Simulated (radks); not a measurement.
Numerical settings for neutral rhodium, [Kr] 4d8 5s1. Calculated with a radial shooting solver on a logarithmic mesh with Libxc functionals: Dirac Kohn-Sham, PBEsol, spin-unpolarised, spherical densities, finite nucleus; open shells fill j = l - 1/2 first; Fermi nuclear charge, rms radius 4.4945 fm. The defaults (mesh step 0.008 in ln r, mesh end at 40 bohr or more with all orbitals vanishing there, Anderson mixing 0.5 over 9 steps, residual threshold near 1e-9 with the energy settled to 1e-9 hartree or 1e-11 of itself, here a cap of 60 iterations) give E = -4782.5630 hartree and 5s1/2 at -4.320 eV in 14 iterations. Run on one thread of a shared host, so times are rough (Intel(R) Xeon(R) 6975P-C): 0.11 s of CPU time, 0.11 s wall, 14 iterations on 2437 mesh points. Changes against that run (0 stands for a change within the tolerance of the run):

[
 {"setting": "mesh step in ln r 0.012", "iterations": "14", "converged": "yes", "E (mhartree)": "0", "e(5s1/2) (meV)": "0", "CPU (s)": "0.07"},
 {"setting": "mesh step in ln r 0.02", "iterations": "14", "converged": "yes", "E (mhartree)": "0", "e(5s1/2) (meV)": "0", "CPU (s)": "0.04"},
 {"setting": "mesh step in ln r 0.2", "iterations": "4", "converged": "no", "E (mhartree)": "diverged", "e(5s1/2) (meV)": "-", "CPU (s)": "0.01"},
 {"setting": "mesh end (bohr) 2", "iterations": "13", "converged": "level above zero", "E (mhartree)": "+1.17e+04", "e(5s1/2) (meV)": "+1.29e+05", "CPU (s)": "0.06"},
 {"setting": "mesh end (bohr) 20", "iterations": "14", "converged": "yes", "E (mhartree)": "0", "e(5s1/2) (meV)": "0", "CPU (s)": "0.1"},
 {"setting": "residual threshold 0.01", "iterations": "10", "converged": "yes", "E (mhartree)": "0", "e(5s1/2) (meV)": "+0.615", "CPU (s)": "0.08"},
 {"setting": "residual threshold 1e-13", "iterations": "23", "converged": "yes", "E (mhartree)": "0", "e(5s1/2) (meV)": "0", "CPU (s)": "0.13"},
 {"setting": "mixing 0.2", "iterations": "18", "converged": "yes", "E (mhartree)": "0", "e(5s1/2) (meV)": "0", "CPU (s)": "0.12"},
 {"setting": "linear mixing, mixing 0.8", "iterations": "60", "converged": "no", "E (mhartree)": "+2.24e+04", "e(5s1/2) (meV)": "+2.34e+03", "CPU (s)": "0.83"},
 {"setting": "linear mixing, mixing 0.2", "iterations": "60", "converged": "no", "E (mhartree)": "0", "e(5s1/2) (meV)": "0", "CPU (s)": "0.31"},
 {"setting": "mixing history 3", "iterations": "19", "converged": "yes", "E (mhartree)": "0", "e(5s1/2) (meV)": "0", "CPU (s)": "0.12"},
 {"setting": "iteration cap 5", "iterations": "5", "converged": "no", "E (mhartree)": "+0.363", "e(5s1/2) (meV)": "+102", "CPU (s)": "0.05"}
]

Settled on a wrong energy, with an occupied level pushed above zero by the early mesh end: mesh end (bohr) 2 (+11.7 hartree). Apart from these: no run marked as converged misses the energy by more than 1 mhartree. A mesh that ends early acts as a hard wall.
